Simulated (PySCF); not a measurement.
**Exercise with solution: chemical shift, span and skew from a shielding tensor**

C₂F₅, SMILES FC(F)([C](F)F)F (connectivity only; charge and spin as stated), charge +1, multiplicity 1. Atoms are numbered in the order given.

```xyz
7

F      1.5241    -0.0155    -1.0521
C      0.8873    -0.0282     0.0000
F      1.5241    -0.0155     1.0521
C     -0.6922    -0.0072     0.0000
F     -0.9960     1.2657     0.0000
F     -1.0911    -0.6055     1.0803
F     -1.0911    -0.6055    -1.0803
```
Charge +1, spin multiplicity 1.

The structure is a stationary point at PBE0-D3(BJ)/def2-SVP. The spin state was assumed, not searched. The isomer is the one that the SMILES or the coordinates give; other isomers of the formula were not compared.

GIAO shieldings from PBE/pcSseg-1 in PySCF, non-relativistic, no solvent. The symmetric part of the tensor of F5 has the principal values 142.8, 179.0, 260.0 ppm. The same nucleus in CFCl3 has σ = 133.6 ppm at this level (PySCF, at its B3LYP-D3(BJ)/def2-TZVP geometry).

Problem. Work out the isotropic shielding, the ¹⁹F shift against CFCl3, the span and the skew.

Solution. 
σ(iso) = (σ11 + σ22 + σ33)/3 = 193.9 ppm. δ = σ(ref) − σ(iso) = 133.6 − (193.9) = -60.3 ppm.
Span Ω = σ33 − σ11 = 117.2 ppm. Skew κ = 3(σ(iso) − σ22)/Ω = 0.38. Tumbling in solution averages the tensor to δ; in a static solid the shielding alone would spread this spin-1/2 line over Ω.
